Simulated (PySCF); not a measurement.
CHCl₂F₃Si. Atoms are numbered in the order given.

```xyz
8

Si     0.5166     0.5805     0.0000
Cl     1.4085    -0.1601     1.6772
Cl     1.4085    -0.1601    -1.6772
C     -1.3065    -0.0300     0.0000
F     -1.4028    -1.3664     0.0000
F     -1.9555     0.4300    -1.0855
F     -1.9555     0.4300     1.0855
H      0.5427     2.0550     0.0000
```
Charge 0, spin multiplicity 1.

Geometry: ωB97X-D3(BJ)/def2-SVP.

The numbers are results of PySCF with PBE/def2-TZVP, not measurements.

Gas-phase values at a fixed geometry.

| Item | Result |
|---|---|
| total energy | -1547.57729 hartree |
| point group | Cs |
| highest occupied level | -7.93 eV |
| lowest empty level | -1.32 eV |
| orbital gap | 6.61 eV |
| dipole moment | 1.30 D |
| quadrupole, principal values (traceless, Buckingham form, about the centre of nuclear charge) | -2.31, -0.05, 2.36 D·Å |
| mean static polarisability | 62.4 bohr³ (9.25 Å³) |
| polarisability, principal values | 54.0, 63.1, 70.3 bohr³ |
